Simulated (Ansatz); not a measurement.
H2GeO, SMILES `[OH][GeH]` (lower singlet; H–O–Ge–H torsion 180°) (charge 0, multiplicity 1). This singlet lies 1.88 eV below the relaxed triplet at the level composite: frozen-core CCSD(T) with HF/cc-pV5Z and the correlation energy extrapolated as X^-3 from cc-pVQZ and cc-pV5Z, plus CCSDT(Q) minus CCSD(T) in cc-pVDZ // PBE0-D3(BJ)/def2-TZVP (Ansatz, a program for electronic structure).

Cartesian coordinates (Å):
SMILES: [OH][GeH]
```xyz
4

O     -0.7489    -0.3687     0.1112
Ge     0.6375     0.7144    -0.2223
H     -1.5874     0.0767    -0.0386
H      1.6988    -0.4225     0.1496
```
Charge 0, spin multiplicity 1.

Frozen-core energies in cc-pVTZ from Ansatz at a geometry from PBE0-D3(BJ)/def2-TZVP; the HF reference has <S^2> = 0.00 and the T1 diagnostic is 0.015.

```json
[
 {"level": "HF", "energy (Ha)": "-2151.45798"},
 {"level": "MP2", "energy (Ha)": "-2151.87989"},
 {"level": "CCSD", "energy (Ha)": "-2151.89345"}
]
```

Problem. Estimate the energies of CCSD(T), CCSDT and CCSDT(Q), and give each level's difference from CCSDT(Q).

Solution. 
```tsv
level	energy (Ha)	difference from CCSDT(Q) (mHa)
MP2	-2151.87989	32.32
CCSD	-2151.89345	18.77
CCSD(T)	-2151.91142	0.80
CCSDT	-2151.91161	0.61
CCSDT(Q)	-2151.91222	0.00
```
